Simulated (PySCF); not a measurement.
**Excitation energy of Te by level of theory**

Te [Kr] 4d10 5s2 5p4 (3P) → Te [Kr] 4d10 5s2 5p3 6s1 (5S), as a difference of total energies. Computed with PySCF 2.14 in aug-cc-pVTZ-PP with one added diffuse shell each of d, f type with ECP28MDF (6s5p5d3f, 67 functions), with scalar relativity through the core potential. Correlated levels: valence: 4s2 4p6 4d10 frozen. The calculations carry no spin-orbit coupling.

```csv
method,excitation energy (eV)
UHF,4.724
MP2 (valence),5.029
SCS-MP2 (valence),5.213
CCSD (valence),5.149
CCSD(T) (valence),5.151
```

Task: How much does correlation contribute at CCSD(T) (valence)?

Result: 5.151 − (4.724) = 0.427 eV, measured against UHF.

Errors of the correlated levels include the incompleteness of this basis and the frozen core.

For comparison: 5.226 eV (measured; NIST levels, between the centres of gravity of the two terms).
